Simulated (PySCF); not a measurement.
Dipole response of K (potassium, neutral)

[Ar] 4s1, 2S determinant. Computed with PySCF 2.14 in aug-cc-pVDZ-X2C (6s5p3d, 36 functions), with the spin-free X2C one-electron Hamiltonian (Gaussian nucleus). Coupled (time-dependent) response in atomic units; α is the mean over directions. A double-zeta set is small for polarisabilities.

```csv
method,mean α (bohr³),C₆ (like pair),S(−4)
UHF,399.4,6238,150200
PBE,320.5,4526,95950
PBE0,343.8,5020,110400
LC-wPBE,436.3,7137,178300
PBEsol,311.5,4340,90630
```

S(−4) is the Cauchy moment in α(ω) = α(0) + S(−4) ω² + …

Reference α: 289.7 ± 0.3 bohr³ (recommended; Schwerdtfeger and Nagle, table of static dipole polarizabilities (2023 update)). Published C₆: 3923 (Chu and Dalgarno (2004); Tang, Norbeck and Certain (1976)).

α(iu) at PBE:

```csv
u (hartree),α(iu) (bohr³)
0,320.5
0.0500,184.1
0.100,82.48
0.200,27.74
0.300,14.49
0.500,6.798
0.750,3.829
1.00,2.502
1.50,1.300
2.00,0.7843
3.00,0.3693
5.00,0.1375
```
